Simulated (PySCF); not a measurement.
iodoethene (C2H3I), SMILES C=CI.

Geometry: B3LYP-D3(BJ)/def2-TZVP. The def2 effective core potentials stand for the cores of I; spin–orbit coupling is left out.

Calculation: TDDFT-PBE/def2-SVPD (PySCF).

Vertical excitations.  State labels are in the subgroup Cs.

Question: Estimate the UV-visible absorptions. (The exact figures need the calculation; the answer reports its results.)

Answer: 
| state | symmetry | energy (eV) | λ (nm) | f | main pairs |
|---|---|---|---|---|---|
| S1 | A" | 4.57 | 271 | 0.000 | HOMO→LUMO 99 % |
| S2 | A" | 4.96 | 250 | 0.001 | HOMO−1→LUMO+1 100 % |
| S3 | A' | 5.01 | 247 | 0.001 | HOMO−1→LUMO 98 % |
| S4 | A' | 5.18 | 240 | 0.099 | HOMO→LUMO+1 88 % |
| S5 | A" | 6.25 | 198 | 0.024 | HOMO→LUMO+2 100 % |
| S6 | A" | 6.52 | 190 | 0.000 | HOMO−2→LUMO 97 % |
| S7 | A' | 6.64 | 187 | 0.078 | HOMO−1→LUMO+2 98 % |
| S8 | A" | 6.69 | 185 | 0.003 | HOMO→LUMO+3 98 % |
| S9 | A" | 6.87 | 181 | 0.051 | HOMO→LUMO+4 99 % |
| S10 | A' | 7.05 | 176 | 0.015 | HOMO−1→LUMO+3 77 %, HOMO→LUMO+5 22 % |
| T1 | A' | 4.01 | 309 | 0 | HOMO→LUMO+1 92 % |
| T2 | A" | 4.08 | 304 | 0 | HOMO→LUMO 100 % |
| T3 | A' | 4.39 | 283 | 0 | HOMO−1→LUMO 100 % |
| T4 | A" | 4.88 | 254 | 0 | HOMO−1→LUMO+1 100 % |
Triplets are in the Tamm–Dancoff approximation, which puts them higher than full response would, so one can lie above its singlet here.
